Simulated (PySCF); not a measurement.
CH6GaNO2. Atoms are numbered in the order given.

```xyz
11

Ga     0.0154     0.3764     0.0000
N      0.7435    -1.2830     0.0000
C      0.0004    -2.5301     0.0000
H      1.7508    -1.3993     0.0000
H      0.2115    -3.1512    -0.8919
H      0.2115    -3.1512     0.8919
H     -1.0803    -2.3224     0.0000
O     -1.7667     0.5020     0.0000
H     -2.0779     1.4159     0.0000
O      0.9416     1.9108     0.0000
H      1.9004     1.8007     0.0000
```

Geometry: B3LYP-D3(BJ)/def2-SVP. Other conformers were not sampled.

Computed with B3LYP/def2-TZVP run with PySCF.

Atomic charges (e):

```
atom  Mulliken  meta-Löwdin  Löwdin
----  --------  -----------  ------
Ga1       0.60         0.96    0.08
N2       -0.41        -0.53   -0.15
C3       -0.24        -0.20   -0.35
H4        0.20         0.22    0.16
H5        0.11         0.10    0.10
H6        0.11         0.10    0.10
H7        0.14         0.12    0.13
O8       -0.56        -0.72   -0.20
H9        0.31         0.34    0.17
O10      -0.55        -0.72   -0.21
H11       0.30         0.34    0.17
```
